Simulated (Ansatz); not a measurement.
`[OH][Al]([Br])[Br]` + NH₃ → `[NH2][Al]([Br])[Br]` + H₂O at 400 K and 1 bar (ligand exchange at the Al–O bond).

Computed with Ansatz on PBE0-D4/def2-TZVP structures; ΔE is electronic, products minus reactants. CBS: MP2 limit from def2 TZ/QZ plus the TZ coupled-cluster correction, frozen cores. This one scheme is used for every species. For Br outer-core shells are correlated without core-valence functions, which leaves a few kJ/mol of doubt a bond. Scalar relativity is left out up to krypton. Each species was taken in one conformer, which may not be the lowest.

```tsv
species	CCSD(T)/CBS energy (Eh)	H − E (kJ/mol)	S (J/(mol·K))
`[OH][Al]([Br])[Br]`	-5464.62977	69.4	371.7
NH₃	-56.50880	104.2	203.1
`[NH2][Al]([Br])[Br]`	-5444.74521	102.7	373.5
H₂O	-76.37941	69.8	198.6
```

H − E and S are ideal-gas, rigid-rotor, harmonic terms from PBE0-D4/def2-TZVP, for one conformer and one mirror image of each species. 1 Eh = 2625.50 kJ/mol, R = 8.31446 J/(mol·K).

**Question.** By hand: ΔE, ΔH, ΔS and ΔG.

**Answer.** ΔE = (-5444.74521) + (-76.37941) − (-5464.62977) − (-56.50880) = 0.01395 Eh = 36.6 kJ/mol. Δ(H − E) = 102.7 + 69.8 − 69.4 − 104.2 = -1.1, so ΔH = 35.5 kJ/mol. ΔS = 373.5 + 198.6 − 371.7 − 203.1 = -2.7 J/(mol·K). ΔG = 35.5 − 400 × (-2.7)/1000 = 36.6 kJ/mol.

**Question.** By hand: the equilibrium constant, and the temperature at which ΔG would vanish if ΔH and ΔS stayed fixed.

**Answer.** log₁₀ K = −ΔG/(RT ln 10) = -4.8. ΔH and −TΔS have one sign here, so there is no such temperature.

The number of gas molecules stays the same, so ΔS is small and ΔH decides. A doubt of 5 kJ/mol in ΔE shifts log₁₀ K by 0.7 here. Other conformers and mirror images would add mixing entropy, several J/(mol·K) or more a flexible species. These are equilibria of isolated gas molecules and say nothing of rates. Largest T1 diagnostic: 0.008 (customary marks: 0.02 for closed shells, 0.045 for open ones).

ΔS is within the doubt of such terms, so its sign, and with it that verdict, could turn.
